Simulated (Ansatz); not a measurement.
```yaml
atoms:
  - { symbol: Fe, position_ang: [0.0000, 0.0000, 0.0000] }
  - { symbol: Cl, position_ang: [0.0000, 0.0000, 2.1800] }
```

Basis set: cc-pVTZ (spherical functions). Frozen core: 10 orbitals. Charge 0, multiplicity 6.

Computed with Ansatz (development build ahead of 0.2.0); the reference of a correlated method needn't be the lowest determinant of its kind.

Q: Give the atomization energy at this shape (free ground-state atoms in the same class of orbitals less the molecule, no zero-point energy) of sextet FeCl by UHF-CCSD(T), UHF-CCSD.

A:

| method | atomization energy |
| --- | --- |
| UHF-CCSD(T) | 3.41 eV |
| UHF-CCSD | 3.36 eV |

Caution: other spin multiplicities were not run; the reference determinant was not shown to be the lowest.
